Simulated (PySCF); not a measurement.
# Peak assignment

Molfile (atoms numbered from 1):
```
C7H11N3
     RDKit          3D

 21 21  0  0  0  0  0  0  0  0999 V2000
   -1.5984   -0.0147   -1.2430 C   0  0  0  0  0  0  0  0  0  0  0  0
   -0.8967    0.0041    0.1232 C   0  0  0  0  0  0  0  0  0  0  0  0
   -1.3192   -1.2290    0.9332 C   0  0  0  0  0  0  0  0  0  0  0  0
   -1.2573    1.2791    0.8797 C   0  0  0  0  0  0  0  0  0  0  0  0
    0.5999   -0.0728   -0.1221 C   0  0  0  0  0  0  0  0  0  0  0  0
    1.3854    0.9393    0.2582 N   0  0  0  0  0  0  0  0  0  0  0  0
    2.6754    0.7989    0.0045 C   0  0  0  0  0  0  0  0  0  0  0  0
    3.1501   -0.3503   -0.6258 C   0  0  0  0  0  0  0  0  0  0  0  0
    2.3162   -1.3213   -0.9827 N   0  0  0  0  0  0  0  0  0  0  0  0
    1.0385   -1.1826   -0.7301 N   0  0  0  0  0  0  0  0  0  0  0  0
   -1.3350   -0.9241   -1.8018 H   0  0  0  0  0  0  0  0  0  0  0  0
   -1.3119    0.8597   -1.8479 H   0  0  0  0  0  0  0  0  0  0  0  0
   -2.6905    0.0112   -1.1051 H   0  0  0  0  0  0  0  0  0  0  0  0
   -1.0553   -2.1530    0.4004 H   0  0  0  0  0  0  0  0  0  0  0  0
   -2.4073   -1.2136    1.0996 H   0  0  0  0  0  0  0  0  0  0  0  0
   -0.8256   -1.2453    1.9175 H   0  0  0  0  0  0  0  0  0  0  0  0
   -2.3448    1.3139    1.0458 H   0  0  0  0  0  0  0  0  0  0  0  0
   -0.7549    1.3227    1.8569 H   0  0  0  0  0  0  0  0  0  0  0  0
   -0.9602    2.1772    0.3201 H   0  0  0  0  0  0  0  0  0  0  0  0
    3.3495    1.6103    0.3048 H   0  0  0  0  0  0  0  0  0  0  0  0
    4.2088   -0.5037   -0.8527 H   0  0  0  0  0  0  0  0  0  0  0  0
  1  2  1  0
  2  3  1  0
  2  4  1  0
  2  5  1  0
  5  6  2  0
  6  7  1  0
  7  8  2  0
  8  9  1  0
  9 10  2  0
 10  5  1  0
  1 11  1  0
  1 12  1  0
  1 13  1  0
  3 14  1  0
  3 15  1  0
  3 16  1  0
  4 17  1  0
  4 18  1  0
  4 19  1  0
  7 20  1  0
  8 21  1  0
M  END
```

Computed data (PySCF): coordinates at the PBE0-D3(BJ)/def2-SVP level, σ from GIAO-CAM-B3LYP/pcSseg-1. One computed conformer, fast rotation and ring inversion assumed for equivalent nuclei, no solvent model, non-relativistic.

δ = σ(ref) − σ, references computed at the same level: ¹³C (σref 182.45), ¹H (σref 31.33) vs TMS.

(1) Assign these signals to the numbered atoms. ¹³C{¹H} NMR (computed): δ 188.1 (C), 156.6 (CH), 154.5 (CH), 40.4 (C), 31.8 (CH3).

(2) Assign these signals to the numbered atoms. ¹H NMR (300 MHz, computed): δ 9.15 (d, 1H), 8.30 (d, 1H), 1.56 (s, 9H).

## Answers

(1) 
| δ (ppm) | atoms | environment | reason |
| --- | --- | --- | --- |
| 188.1 | C5 | substituted aromatic carbon next to a ring nitrogen | – |
| 156.6 | C8 | aromatic CH next to a ring nitrogen | the adjacent pyridine-type nitrogen withdraws density from it |
| 154.5 | C7 | aromatic CH next to a ring nitrogen | – |
| 40.4 | C2 | quaternary sp3 carbon on an aromatic ring | saturated and bonded to C and H only |
| 31.8 | C1/C3/C4 | methyl carbon | aliphatic region, no heteroatom directly attached |

(2) 
| δ (ppm) | atoms | environment | reason |
| --- | --- | --- | --- |
| 9.15 | H21 | hydrogen on an aromatic CH next to a ring nitrogen | ring current plus the neighbouring ring nitrogen |
| 8.30 | H20 | hydrogen on an aromatic CH next to a ring nitrogen | – |
| 1.56 | H11/H12/H13/H14/H15/H16/H17/H18/H19 | hydrogen on a methyl carbon | – |

Shifts are as computed, not scaled to solution data. Of 1328 compounds with measured shifts, 309 miss one by over three times the rms of a fit or turn the order of signals round; such compounds aren't used in these exercises. Signals without a measured value on file couldn't be tested in this way. No couplings were computed; multiplicities are counted from neighbouring protons, with m where these are inequivalent, close in shift, in a saturated or five-membered ring or joined by F or P, and br s for small geminal =CH2 splittings.
